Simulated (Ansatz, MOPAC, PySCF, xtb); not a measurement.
Pair of molecules: C2H4 (SMILES C=C) (first 6 atoms) with CHN (SMILES C#N); geometry from B3LYP-D3(BJ)/def2-TZVP, rigid monomers moved along the line of their centres of mass till C2···H9 is 3.69 Å.
(charge 0, multiplicity 1):
```
atom    x (Å)    y (Å)    z (Å)
----  -------  -------  -------
C     -0.0870   0.6368   0.2230
C     -0.2279  -0.6784   0.1258
H      0.8824   1.1136   0.1394
H     -0.9366   1.2908   0.3792
H     -1.1986  -1.1542   0.1987
H      0.6205  -1.3315  -0.0411
C      0.4123  -0.4282   4.8215
N      0.5510  -0.5283   5.9554
H      0.2829  -0.3347   3.7617
```

Counterpoise-corrected where a basis set is named; no monomer relaxation. Rows marked so take none.

Rows in 3-21G, 6-311+G**, 6-31G* carry no dispersion term and start afresh at each structure (6-31G* with six Cartesian d functions). MP2/6-31G* freezes PySCF's default core. The state that PM6 reach isn't checked.

Programs: Ansatz (Gaussian basis) for Hartree–Fock, density functionals and correlated methods; MOPAC for PM6 (differences of heats of formation); PySCF for 3-21G rows, 6-311+G** rows, 6-31G* rows; xtb for the GFN methods. 

| level | interaction energy (kJ/mol) |
|---|---|
| PM6 | -1.5 |
| GFN1-xTB | -1.4 |
| HF/aug-cc-pVDZ | -4.8 |
| PBE/def2-TZVPPD | -4.5 |
| r2SCAN/def2-TZVPPD | -4.3 |
| B3LYP/3-21G (no counterpoise) | -5.7 |
| B3LYP/6-311+G** (no counterpoise) | -4.0 |
| wB97M-V/def2-TZVPPD | -5.2 |
| MP2/6-31G* (no counterpoise) | [?] |

Complete the blanks.


- MP2/6-31G* (no counterpoise), interaction energy (kJ/mol): -6.3

Ansatz is a program for electronic structure.
